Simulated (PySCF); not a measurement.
**Radial density of C²⁺ (carbon, charge +2)**

TPSS, [He] 2s2, closed-shell 1S. All numbers are calculated (PySCF 2.14, the spin-free X2C one-electron Hamiltonian (Gaussian nucleus), in cc-pVDZ-DK (3s2p1d, 14 functions)).

| r (bohr) | 4πr²ρ (e/bohr) |
| --- | --- |
| 0.00555 | 0.04770 |
| 0.00933 | 0.1289 |
| 0.0157 | 0.3338 |
| 0.0264 | 0.8279 |
| 0.0444 | 1.883 |
| 0.0747 | 3.721 |
| 0.126 | 5.771 |
| 0.211 | 6.012 |
| 0.355 | 3.247 |
| 0.598 | 1.084 |
| 1.01 | 1.575 |
| 1.69 | 0.9860 |
| 2.85 | 0.08711 |
| 4.79 | 0.001206 |

Densities and radii are taken from the X2C orbitals without a picture-change correction, which distorts them close to the nucleus.
